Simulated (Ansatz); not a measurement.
`CB[Te][AlH2]` + `[NH2][AlH2]` → `[AlH2][NH][AlH2]` + `CB[TeH]` at 500 K and 1 bar (ligand exchange at the Al–Te bond).

Isolated molecules relaxed with PBE0-D4/def2-TZVP in Ansatz; ΔE leaves out vibrations. CBS: MP2 limit from def2 TZ/QZ plus the TZ coupled-cluster correction, frozen cores. This one scheme is used for every species. def2 core potentials past Kr. For Te outer-core shells are correlated without core-valence functions, which leaves a few kJ/mol of doubt a bond. One conformer a species, not always the lowest.

```json
{"species": "`CB[Te][AlH2]`", "CCSD(T)/CBS energy (Eh)": "-576.23333", "H − E (kJ/mol)": "214.4", "S (J/(mol·K))": "435.3"}
{"species": "`[NH2][AlH2]`", "CCSD(T)/CBS energy (Eh)": "-299.14566", "H − E (kJ/mol)": "129.9", "S (J/(mol·K))": "289.4"}
{"species": "`[AlH2][NH][AlH2]`", "CCSD(T)/CBS energy (Eh)": "-541.78272", "H − E (kJ/mol)": "152.7", "S (J/(mol·K))": "361.8"}
{"species": "`CB[TeH]`", "CCSD(T)/CBS energy (Eh)": "-333.59211", "H − E (kJ/mol)": "181.3", "S (J/(mol·K))": "356.9"}
```

H − E and S are ideal-gas, rigid-rotor, harmonic terms from PBE0-D4/def2-TZVP, for one conformer and one mirror image of each species. 1 Eh = 2625.50 kJ/mol, R = 8.31446 J/(mol·K).

By hand: ΔE, ΔH, ΔS and ΔG.

ΔE = (-541.78272) + (-333.59211) − (-576.23333) − (-299.14566) = 0.00416 Eh = 10.9 kJ/mol. Δ(H − E) = 152.7 + 181.3 − 214.4 − 129.9 = -10.3, so ΔH = 0.6 kJ/mol. ΔS = 361.8 + 356.9 − 435.3 − 289.4 = -6.0 J/(mol·K). ΔG = 0.6 − 500 × (-6.0)/1000 = 3.6 kJ/mol.

By hand: the equilibrium constant, and the temperature at which ΔG would vanish if ΔH and ΔS stayed fixed.

log₁₀ K = −ΔG/(RT ln 10) = -0.4. ΔH and −TΔS have one sign here, so there is no such temperature.

TΔS isn't small against ΔH here. The sign of ΔG lies within the doubt. A doubt of 5 kJ/mol in ΔE shifts log₁₀ K by 0.5 here. Other conformers and mirror images would add mixing entropy, several J/(mol·K) or more a flexible species. These are equilibria of isolated gas molecules and say nothing of rates. Largest T1 diagnostic: 0.013 (customary marks: 0.02 for closed shells, 0.045 for open ones).

ΔS is within the doubt of such terms, so its sign, and with it that verdict, could turn.
